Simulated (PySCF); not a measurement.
How methods differ on the ionisation energy of He⁺

He⁺ 1s1 (2S) → He²⁺ (bare nucleus), as a difference of total energies. Computed with PySCF 2.14 in aug-cc-pVDZ (3s2p, 9 functions), with the non-relativistic Hamiltonian (point nucleus). The calculations carry no spin-orbit coupling.

Task: Order these methods by the ionisation energy they give, lowest first.
A. PBE0
B. wB97X-V
C. UHF
D. B97-3

Result: B (54.142 eV), A (54.194 eV), C (54.269 eV), D (54.368 eV).

For comparison: 54.418 eV (theoretical estimate listed by NIST; NIST Atomic Spectra Database, ionization energies).
